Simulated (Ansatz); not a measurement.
`[SiH3]B[SiH2]Cl` + `[OH][InH][Br]` → `[SiH3][O][InH][Br]` + `B[SiH2]Cl` at 298.15 K and 1 bar (cleavage of the Si–B bond).

Program: Ansatz. Geometries: PBE0-D4/def2-TZVP. ΔE: electronic, gas phase. CCSD(T)/CBS is the MP2 limit (def2-TZVPP, def2-QZVPP) plus CCSD(T) − MP2 in def2-TZVPP, frozen cores. def2 core potentials past Kr. For Br, In outer-core shells are correlated without core-valence functions, which leaves a few kJ/mol of doubt a bond. Scalar relativity is left out up to krypton. One conformer a species, not always the lowest.

```json
{"species": "`[SiH3]B[SiH2]Cl`", "CCSD(T)/CBS energy (Eh)": "-1066.33624", "H − E (kJ/mol)": "166.4", "S (J/(mol·K))": "373.8"}
{"species": "`[OH][InH][Br]`", "CCSD(T)/CBS energy (Eh)": "-2839.57190", "H − E (kJ/mol)": "68.3", "S (J/(mol·K))": "325.9"}
{"species": "`[SiH3][O][InH][Br]`", "CCSD(T)/CBS energy (Eh)": "-3129.89321", "H − E (kJ/mol)": "116.7", "S (J/(mol·K))": "392.9"}
{"species": "`B[SiH2]Cl`", "CCSD(T)/CBS energy (Eh)": "-776.05948", "H − E (kJ/mol)": "116.1", "S (J/(mol·K))": "304.2"}
```

H − E and S are ideal-gas, rigid-rotor, harmonic terms from PBE0-D4/def2-TZVP, for one conformer and one mirror image of each species. 1 Eh = 2625.50 kJ/mol, R = 8.31446 J/(mol·K).

Problem. By hand: ΔE, ΔH, ΔS and ΔG.

Solution. ΔE = (-3129.89321) + (-776.05948) − (-1066.33624) − (-2839.57190) = -0.04455 Eh = -117.0 kJ/mol. Δ(H − E) = 116.7 + 116.1 − 166.4 − 68.3 = -1.9, so ΔH = -118.9 kJ/mol. ΔS = 392.9 + 304.2 − 373.8 − 325.9 = -2.6 J/(mol·K). ΔG = -118.9 − 298.15 × (-2.6)/1000 = -118.1 kJ/mol.

Problem. By hand: the equilibrium constant, and the temperature at which ΔG would vanish if ΔH and ΔS stayed fixed.

Solution. log₁₀ K = −ΔG/(RT ln 10) = 20.7. ΔG = 0 at ΔH/ΔS = 45731 K, far beyond where these terms or the molecules hold.

The number of gas molecules stays the same, so ΔS is small and ΔH decides. A doubt of 5 kJ/mol in ΔE shifts log₁₀ K by 0.9 here. Other conformers and mirror images would add mixing entropy, several J/(mol·K) or more a flexible species. Modes under 60 cm⁻¹, often nearly free rotors, make the harmonic entropy too high. These are equilibria of isolated gas molecules and say nothing of rates. Largest T1 diagnostic: 0.014 (customary marks: 0.02 for closed shells, 0.045 for open ones).
